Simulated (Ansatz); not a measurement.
Consider the ligand exchange at the As–O bond: `O[AsH2]` + NH₃ → `N[AsH2]` + H₂O.

Isolated molecules relaxed with PBE0-D4/def2-TZVP in Ansatz; ΔE leaves out vibrations. CCSD(T)/CBS is the MP2 limit (def2-TZVPP, def2-QZVPP) plus CCSD(T) − MP2 in def2-TZVPP, frozen cores. This one scheme is used for every species. Functionals use def2-TZVPP. For As outer-core shells are correlated without core-valence functions, which leaves a few kJ/mol of doubt a bond. Scalar relativity is left out up to krypton.

`O[AsH2]`:

```xyz
5

O     0.088   -0.978   -0.519
As   -0.076    0.387    0.644
H     0.070   -1.796   -0.016
H     1.045    1.236    0.048
H    -1.128    1.151   -0.157
```

NH₃:

Z-matrix (Å, degrees):
```
N
H 1 1.013
H 1 1.013 2 107.1
H 1 1.013 2 107.1 3 -114.5
```

`N[AsH2]`:

Cartesian coordinates in Å:
```
N -0.651 -0.700 0.045
As 1.047 0.035 0.159
H -1.386 -0.039 -0.164
H -0.671 -1.441 -0.642
H 0.750 0.900 1.378
H 0.911 1.246 -0.776
```

H₂O:

Cartesian coordinates in Å:
```
O 0.223 -0.124 -0.294
H 0.508 0.154 0.580
H -0.731 -0.030 -0.286
```

```tsv
level	ΔE (kJ/mol)
revPBE-D4	8.5
PBE-QIDH	4.9
```

What does CCSD(T)/CBS give? (Best estimate.)

Ansatz gave: +5.2 kJ/mol. The listed levels differ from it by 3.3, -0.3 kJ/mol.

What do rigid-rotor, harmonic-oscillator terms from PBE0-D4/def2-TZVP frequencies (298.15 K, 1 bar) make of the CCSD(T)/CBS value? (An estimate is asked.)

Computed: ΔZPE = -1.3 kJ/mol, ΔH = +4.0 kJ/mol, ΔS = -3 J/(mol·K), ΔG = +4.8 kJ/mol.

Largest T1 diagnostic among the species: 0.012.

Leaving LDA and LC-ωPBE aside and taking each functional with its dispersion term where it has one, the values, not all of them listed here, spread over 10.5 kJ/mol, from PBE-QIDH to B97M-V. LDA lies −4.6 kJ/mol from PBE without D4. From BLYP to BHLYP (50 % exact exchange), in def2-TZVPP and without D4, ΔE moves by −6.1 kJ/mol. In def2-TZVPP, CCSD(T) changes the Hartree–Fock value by −3.2 kJ/mol (the triples alone add +0.2 kJ/mol) and MP2 by −5.0 kJ/mol.
